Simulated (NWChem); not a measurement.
Molecule: CF₃NOSi; SMILES O=C=N[Si](F)(F)F

```xyz
7

O      0.0005    -3.2992     0.0003
C     -0.0011    -2.1274    -0.0009
N     -0.0032    -0.9247    -0.0026
Si     0.0000     0.7505     0.0000
F     -0.1850     1.3035    -1.4734
F     -1.1829     1.3016     0.8989
F      1.3708     1.2975     0.5768
```
Atoms are numbered in this order, from 1.

Program: NWChem. Pople sets run with spherical d functions. Geometry: optimised at B3LYP/6-31G* (spherical d).

**Question.** Order these by “dipole (D)”, lowest first: B3LYP/6-31G*; B3LYP/6-311G**; B3LYP/STO-3G; B3LYP/3-21G.

**Answer.** B3LYP/6-31G* (0.13), B3LYP/6-311G** (0.31), B3LYP/3-21G (0.45), B3LYP/STO-3G (1.23)
